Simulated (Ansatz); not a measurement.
cis-RuCl2(PF3)4 (P₄RuCl₂F₁₂), 19 atoms. Hardware: 2 threads of AMD EPYC 7R13 on a shared host and a share (18 GiB) of an NVIDIA H100 80GB HBM3.

In the def2 sets Ru takes a core potential; there is no spin–orbit coupling. Correlated methods freeze 42 core orbitals; core or outer-core shells of Ru are correlated, in sets that lack core-valence functions. Single mean-field runs in def2-TZVP are fitted with def2-universal-jkfit.

(1) How many basis functions does each of these Ansatz runs have, and roughly what does it cost? PBE-D4/def2-TZVP, charge 0 singlet, energy and forces, from earlier orbitals; MP2/def2-SVP, charge 0 singlet, energy, from earlier orbitals; r2SCANh-D4/def2-TZVP, charge 0 singlet, energy, from earlier orbitals; HF/STO-3G, charge 0 singlet, energy; r2SCAN-D4/def2-TZVP, charge 0 singlet, energy, from earlier orbitals; PBE0-D4/def2-TZVP, charge 0 singlet, energy, from earlier orbitals; RPA@PBE/def2-SVP, charge 0 singlet, energy, from earlier orbitals; PBE-D4/def2-SVP, charge 0 singlet, energy, from earlier orbitals; PBE-D4/def2-SVP, charge 0 singlet, relaxation, 22 steps; PBE0-D4/def2-SVP, charge 0 singlet, energy, from earlier orbitals.

## Answers

(1) Other jobs shared the machine, so times can vary by a factor of up to 3.

```json
{"run": "HF/STO-3G, charge 0 singlet, energy", "functions": "141", "fitting or Cholesky vectors": "1846", "wall time": "2.7 s", "peak host memory (GiB)": "0.8"}
{"run": "PBE0-D4/def2-SVP, charge 0 singlet, energy, from earlier orbitals", "functions": "307", "fitting or Cholesky vectors": "2800", "wall time": "6.5 s", "peak host memory (GiB)": "0.94"}
{"run": "r2SCAN-D4/def2-TZVP, charge 0 singlet, energy, from earlier orbitals", "functions": "634", "fitting or Cholesky vectors": "1947", "wall time": "6.5 s", "peak host memory (GiB)": "1.1"}
{"run": "MP2/def2-SVP, charge 0 singlet, energy, from earlier orbitals", "functions": "307", "fitting or Cholesky vectors": "2800", "wall time": "7.5 s", "peak host memory (GiB)": "0.89"}
{"run": "PBE-D4/def2-SVP, charge 0 singlet, energy, from earlier orbitals", "functions": "307", "fitting or Cholesky vectors": "3293", "wall time": "8 s", "peak host memory (GiB)": "0.95"}
{"run": "PBE-D4/def2-TZVP, charge 0 singlet, energy and forces, from earlier orbitals", "functions": "634", "fitting or Cholesky vectors": "1947", "wall time": "9 s", "peak host memory (GiB)": "1"}
{"run": "RPA@PBE/def2-SVP, charge 0 singlet, energy, from earlier orbitals", "functions": "307", "fitting or Cholesky vectors": "2800", "wall time": "9.5 s", "peak host memory (GiB)": "1.4"}
{"run": "r2SCANh-D4/def2-TZVP, charge 0 singlet, energy, from earlier orbitals", "functions": "634", "fitting or Cholesky vectors": "1947", "wall time": "10 s", "peak host memory (GiB)": "1.1"}
{"run": "PBE0-D4/def2-TZVP, charge 0 singlet, energy, from earlier orbitals", "functions": "634", "fitting or Cholesky vectors": "1947", "wall time": "12 s", "peak host memory (GiB)": "1"}
{"run": "PBE-D4/def2-SVP, charge 0 singlet, relaxation, 22 steps", "functions": "307", "fitting or Cholesky vectors": "3293", "wall time": "55 s", "peak host memory (GiB)": "0.96"}
```
